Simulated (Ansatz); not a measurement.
`C=C=C([SiH3])[SiH3]` + `C[O][Zn][OH]` → `C[O][Zn][O][SiH3]` + `C=C=C[SiH3]`  (ligand exchange at the Si–C bond)

Isolated molecules relaxed with PBE0-D4/def2-TZVP in Ansatz; ΔE leaves out vibrations. CCSD(T)/CBS adds triple-zeta CCSD(T) − MP2 to the extrapolated MP2 energy (def2 sets, frozen cores). Functionals use def2-TZVPP. For Zn outer-core shells are correlated without core-valence functions, which leaves a few kJ/mol of doubt a bond. Scalar relativity is left out up to krypton. Each species was taken in one conformer, which may not be the lowest.

```
   level  ΔE (kJ/mol)
BHLYP-D4        -97.3
PBE-QIDH        -87.3
```

(1) What does CCSD(T)/CBS give? (Estimate.)

Largest T1 diagnostic among the species: 0.017.

Results:

(1) The calculation gave: -88.3 kJ/mol. The listed levels differ from it by -9.0, 1.0 kJ/mol.

At CCSD(T), def2-SVP lies −12.6 kJ/mol from the extrapolated value and def2-TZVPP −1.9 kJ/mol. The D4 term adds +7.4 kJ/mol with B3LYP and +4.2 kJ/mol with PBE0; it sums over pairs of atoms, weighted by their polarisabilities, and B3LYP, whose exchange is more repulsive, gets the larger term.

B3LYP here is the variant with VWN-RPA as its local correlation; programs differ in this.
